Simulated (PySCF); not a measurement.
# Stretching BeF

Set-up: Be def2-TZVP, F def2-TZVP; no relativity (PySCF 2.14). Energies in eV from Be + F in their ground configurations at the same level. State: ²Σ⁺ (doublet), unpaired electrons σ ↑.

| R (Å) | ωB97X | UHF-SCS-MP2 | UHF-CCSD(T) |
| --- | --- | --- | --- |
| 1.181 | -4.847 | -4.849 |  |
| 1.236 | -5.379 | -5.385 | -5.015 |
| 1.291 | -5.683 | -5.690 | -5.312 |
| 1.332 | -5.800 | -5.805 | -5.422 |
| 1.373 | -5.842 | -5.845 | -5.457 |
| 1.414 | -5.827 | -5.826 | -5.433 |
| 1.469 | -5.737 | -5.730 | -5.333 |
| 1.538 | -5.545 | -5.531 | -5.127 |
| 1.620 | -5.240 | -5.216 | -4.806 |
| 1.730 | -4.765 | -4.726 |  |

**Question.** Put a parabola through the three lowest points of the ωB97X curve and estimate Re, k and ωe (reduced mass 6.113 u; 1 eV/Å² = 0.16022 mdyn/Å; ωe = 1302.8·√(k/μ) cm⁻¹).

**Answer.** Through R = 1.332, 1.373, 1.414 Å the second-order coefficient is 17.0 eV/Å², so Re ≈ 1.383 Å, k ≈ 5.43 mdyn/Å and ωe ≈ 1228 cm⁻¹. A polynomial fit of higher order to the unrounded ωB97X energies gives Re = 1.381 Å, k = 5.21 mdyn/Å, ωe = 1203 cm⁻¹; anharmonicity and rounding make the difference.

The higher-order fit for each curve: ωB97X: Re = 1.381 Å, ωe = 1203 cm⁻¹, De = 5.84 eV; UHF-SCS-MP2: Re = 1.379 Å, ωe = 1221 cm⁻¹, De = 5.85 eV; UHF-CCSD(T): Re = 1.375 Å, ωe = 1228 cm⁻¹, De = 5.46 eV.

Correlated steps freeze 1 core orbital. The state was picked by a PBE0 search and need not be the measured ground state.
